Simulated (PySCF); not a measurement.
C6H11N2P.
Structure used (PBE0-D3(BJ)/def2-SVP), in Å, numbered top down from 1:
```xyz
20
C6H11N2P angstrom
C     -1.9252   -1.7503    1.1620
N     -0.8198   -1.1231    0.5025
P     -0.4641    0.3943    0.5182
N      1.1602    0.5609    0.1728
C      2.1653   -0.2867    0.7687
C     -1.2358    1.6214   -0.5945
C     -1.8653    2.5592    0.1345
C     -1.7049    2.4225    1.6013
C     -0.9871    1.3551    1.9907
H     -2.1544   -1.3472    2.1709
H     -2.8693   -1.6910    0.5847
H     -1.7161   -2.8264    1.2919
H      1.4536    1.4746   -0.1533
H      2.6022    0.1288    1.6958
H      2.9823   -0.4759    0.0547
H      1.6958   -1.2526    1.0017
H     -1.2589    1.5413   -1.6823
H     -2.4675    3.3668   -0.2918
H     -2.1573    3.1464    2.2854
H     -0.7748    1.0854    3.0263
```

Definitions: NICS(0) = −σiso at the ring centroid; NICS(1) = −σiso and NICS(1)zz = −σzz at ±1 Å along the ring normal z. Level: GIAO PBE0/pcSseg-1 (PySCF, non-relativistic, gas phase) on the PBE0-D3(BJ)/def2-SVP geometry, one conformer.

Ring bond lengths (Å), with Mayer bond orders in brackets: P3–C6 1.827 (0.83), C6–C7 1.344 (1.79), C7–C8 1.482 (1.05), C8–C9 1.344 (1.79), C9–P3 1.834 (0.83).

Task: Give the NICS values of each ring in ppm.

Result: 
| ring | type | NICS(0) | NICS(1), two faces | NICS(1)zz, two faces | rms pucker (Å) | centre to ring atoms, mean (Å) |
| --- | --- | --- | --- | --- | --- | --- |
| P3–C6–C7–C8–C9 | 5-membered ring with P; formal bonds 2 double, 3 single | 0.7 | -1.9 / -1.5 | 2.0 / 2.6 | 0.02 | 1.33 |

Task: What do they say, and how far can they be read as aromaticity?

Result: 
- P3–C6–C7–C8–C9: mean NICS(1)zz 2.3 ppm, near zero. P3 has four or more neighbours; no verdict on aromaticity is drawn.

Task: List the ring angles and the Hirshfeld charges of the ring atoms.

Result: 
- P3–C6–C7–C8–C9: P3 91.0° (+0.413 e), C6 109.6° (-0.108 e), C7 114.9° (-0.041 e), C8 114.7° (-0.044 e), C9 109.6° (-0.108 e); sum 539.8° against 540° for a flat convex ring.

Task: How do the values depend on the level or the medium?

Result: 
| level | NICS(0), P3–C6–C7–C8–C9 | mean NICS(1)zz, P3–C6–C7–C8–C9 |
| --- | --- | --- |
| PBE0/pcSseg-1, gas | 0.7 | 2.3 |
| PBE0/pcSseg-1, IEF-PCM chloroform | 1.0 | 2.8 |
| PBE0/pcSseg-1, IEF-PCM methanol | 1.1 | 3.1 |

The geometry is the same throughout; the continuum's cavity takes Bondi-type radii × 1.2.

Hardware: an Intel Xeon 6975P-C with one thread, on a shared host. Cost: 42 s wall (with the writing of density and orbital grids), 0.97 GiB resident at most. This is the whole shielding run at PBE0/pcSseg-1, SCF included.
